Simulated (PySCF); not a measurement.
Computed shifts of a molecule C₄H₉NSi, PBE0/pcSseg-1 (PySCF), GIAO, gas phase, atoms alike by connectivity averaged where their shifts nearly agree, in ppm (number of nuclei): ¹³C: 103.1 (1), 91.5 (1), 32.8 (1), 0.2 (1). ²⁹Si: -36.6 (1). ¹⁵N: 21.6 (1). ¹H: 5.18 (1), 3.03 (3), 2.50 (1), 0.58 (3), -0.15 (1). References: ¹³C against TMS (σ = 186.3 ppm); ²⁹Si against TMS (σ = 352.7 ppm); ¹⁵N against NH3 (σ = 267.4 ppm); ¹H against TMS (σ = 31.56 ppm), references at their B3LYP-D3(BJ)/def2-TZVP geometries, non-relativistic. Geometry optimised at B3LYP-D3(BJ)/def2-SVP. Other conformers were not sampled.

Q: Identify the compound among the candidates.
A. C[SiH2]CCC#N
B. C#C[Si@H](C)NC
C. C[Si@@H]1C=C[C@@H]1N
D. N[Si@@H]1C=CCC1

A: B, C#C[Si@H](C)NC
